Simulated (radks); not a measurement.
Values are calculated unless marked as measured or tabulated.
Valence configurations of the germanium ion Ge2+ (all share [Ar]). Level of theory: Dirac Kohn-Sham, LDA (Slater exchange, Perdew-Wang correlation), spin-unpolarised, spherical densities, point nucleus; open shells are shared between the two j in proportion to 2j + 1 (a radial shooting solver on a logarithmic mesh with Libxc functionals). Energies are relative to 3d10 4s2; eigenvalues in eV.

| valence | E (eV) | e(3d3/2) | e(3d5/2) | e(4p1/2) | e(4p3/2) | e(4s1/2) |
|---|---|---|---|---|---|---|
| 3d10 4s2 | 0.000 | -49.894 | -49.304 | - | - | -29.628 |
| 3d8 4s2 4p2 | 75.689 | -72.081 | -71.411 | -25.224 | -24.783 | -36.041 |
| 3d10 4s1 4p1 | 9.575 | -51.532 | -50.941 | -21.166 | -20.837 | -30.590 |
| 3d7.5 4s2 4p2.5 | 100.24 | -77.962 | -77.272 | -26.372 | -25.898 | -37.548 |
| 3d9.5 4p2.5 | 35.818 | -58.327 | -57.715 | -23.110 | -22.740 | - |
| 3d9 4s2 4p1 | 33.506 | -60.708 | -60.079 | -22.856 | -22.479 | -32.923 |
| 3d8.5 4s1 4p2.5 | 64.254 | -67.791 | -67.141 | -24.737 | -24.317 | -35.308 |
| 3d10 4p2 | 19.289 | -53.110 | -52.518 | -21.932 | -21.592 | - |
| 3d10 4s1.5 4p0.5 | 4.771 | -50.720 | -50.130 | -20.759 | -20.435 | -30.117 |
| 3d9 4s1 4p2 | 43.893 | -62.227 | -61.596 | -23.578 | -23.189 | -33.774 |

NIST lists [Ar] 3d10 4s2 as the ground configuration; this level of theory agrees among the configurations tried. The energies are those of spherical spin-averaged densities, not of single terms.
